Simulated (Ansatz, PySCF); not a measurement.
H8N2Si3, SMILES N[SiH]1[SiH2]N[SiH2]1. Atoms are numbered in the order given.

```xyz
13

N      2.3154     0.0393     1.0465
Si     1.0448    -0.4149    -0.0492
Si    -1.0997    -0.8650     0.8441
N     -1.7208     0.3100    -0.3109
Si    -0.4035     1.1037    -1.1780
H      2.1277     0.7279     1.7693
H      3.2623     0.1428     0.6928
H      1.6028    -1.4675    -0.9483
H     -1.6946    -2.2291     0.6771
H     -1.3119    -0.4873     2.2798
H     -2.7075     0.5176    -0.4461
H     -0.2588     2.5610    -0.8518
H     -0.5625     1.0251    -2.6665
```

The structure is a stationary point at B3LYP-D3(BJ)/def2-SVP. This is a generated structure with no PubChem entry under its InChIKey; it may be hypothetical. Other conformers were not sampled.

Two levels are set side by side: PBE-D3(BJ)/def2-SVP (Ansatz, a quantum-chemistry and plane-wave program) and B3LYP-D3(BJ)/def2-SVP (Ansatz). Each level has its own optimised geometry; the coordinates shown are those of the second. Frequencies come from the Hessian of PySCF at each geometry. Differences are taken from unrounded values.

| quantity | B3LYP-D3(BJ) |
|---|---|
| mean bond length (Å) | 1.581 |
| bond N1–Si2 (Å) | 1.738 |
| bond Si2–Si3 (Å) | 2.366 |
| bond Si2–Si5 (Å) | 2.383 |
| bond Si3–N4 (Å) | 1.761 |
| bond N4–Si5 (Å) | 1.766 |
| bond N1–H6 (Å) | 1.016 |
| bond N1–H7 (Å) | 1.016 |
| bond Si2–H8 (Å) | 1.493 |
| bond Si3–H9 (Å) | 1.497 |
| bond Si3–H10 (Å) | 1.500 |
| bond N4–H11 (Å) | 1.017 |
| bond Si5–H12 (Å) | 1.500 |
| bond Si5–H13 (Å) | 1.499 |
| highest harmonic wavenumber (cm⁻¹) | 3652 |
| mean harmonic wavenumber (cm⁻¹) | 1139 |
| zero-point energy (kcal/mol) | 53.74 |

Task: What does PBE-D3(BJ) give, and how far is it from B3LYP-D3(BJ)? (An estimate is asked for; the answer gives what the named calculation found.)

Result: 
```
quantity                            PBE-D3(BJ)  PBE-D3(BJ) minus B3LYP-D3(BJ)
----------------------------------  ----------  -----------------------------
mean bond length (Å)                     1.591                          0.010
bond N1–Si2 (Å)                          1.750                          0.012
bond Si2–Si3 (Å)                         2.368                          0.002
bond Si2–Si5 (Å)                         2.387                          0.005
bond Si3–N4 (Å)                          1.769                          0.009
bond N4–Si5 (Å)                          1.774                          0.008
bond N1–H6 (Å)                           1.024                          0.008
bond N1–H7 (Å)                           1.024                          0.008
bond Si2–H8 (Å)                          1.506                          0.014
bond Si3–H9 (Å)                          1.512                          0.014
bond Si3–H10 (Å)                         1.514                          0.015
bond N4–H11 (Å)                          1.025                          0.007
bond Si5–H12 (Å)                         1.515                          0.015
bond Si5–H13 (Å)                         1.513                          0.014
highest harmonic wavenumber (cm⁻¹)        3571                            -80
mean harmonic wavenumber (cm⁻¹)           1106                            -33
zero-point energy (kcal/mol)             52.18                          -1.56
```

Exact exchange shortens and stiffens bonds; PBE has none. Differences between two approximate levels are no errors against the true value.
